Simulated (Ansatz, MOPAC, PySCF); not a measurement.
Positional isomers: quinoline fluoro+boryl. Isolated molecules, 0 K electronic values unless said otherwise. One relaxed conformer stands for each flexible species; it need not be the lowest. Strings in code marks are SMILES.

Quantity: electronic energy of isomers of C9H7BFN relative to `Bc1cc2ccccc2nc1F`, in kcal/mol. The restricted reference of `Bc1c(F)ccc2cccnc12`, `Bc1c(F)ccc2ncccc12`, `Bc1c(F)cnc2ccccc12`, `Bc1cc(F)c2ccccc2n1`, `Bc1cc(F)c2cccnc2c1`, `Bc1cc(F)c2ncccc2c1`, `Bc1cc(F)cc2cccnc12`, `Bc1cc(F)nc2ccccc12`, `Bc1cc2ccccc2nc1F`, `Bc1cc2cccnc2cc1F`, `Bc1cc2ncccc2cc1F`, `Bc1ccc(F)c2cccnc12` and `Bc1ccc(F)c2ncccc12` is unstable towards unrestricted orbitals. Semi-empirical values (MOPAC) are differences of heats of formation.

Level 1: frozen-core MP2/cc-pVDZ // B3LYP-D3(BJ)/def2-SVP (Ansatz, an electronic-structure program)
Level 2: PBE/6-31G* // B3LYP-D3(BJ)/def2-SVP (PySCF)
Level 3: HF/cc-pVDZ // B3LYP-D3(BJ)/def2-SVP (Ansatz)
Level 4: PM6 // B3LYP-D3(BJ)/def2-SVP (MOPAC)

```
species               level 1  level 2  level 3  level 4
--------------------  -------  -------  -------  -------
`Bc1cc(F)nc2ccccc12`     3.06     4.21     6.24     2.88
`Bc1c(F)ccc2cccnc12`     7.10     7.15     9.08    -0.56
`Bc1cc2cccnc2cc1F`       6.26     5.70     7.08    -2.16
`Bc1cc(F)cc2cccnc12`     7.76     8.63     10.7     0.73
`Bc1cc(F)c2ccccc2n1`     8.89     9.83     12.0     1.49
`Bc1ccc(F)c2cccnc12`     6.75     6.84     8.73     0.16
`Bc1cc(F)c2ncccc2c1`     8.98     8.79     11.1     2.02
`Bc1c(F)ccc2ncccc12`     5.62     5.80     9.25    -1.28
`Bc1cc(F)c2cccnc2c1`     6.42     6.93     8.90    -0.29
`Bc1ccc(F)c2ncccc12`     7.68     7.46     11.4     1.92
`Bc1cc2ncccc2cc1F`       5.97     6.32     8.34    -1.63
`Bc1c(F)cnc2ccccc12`     8.85     9.09     13.3     1.64
```
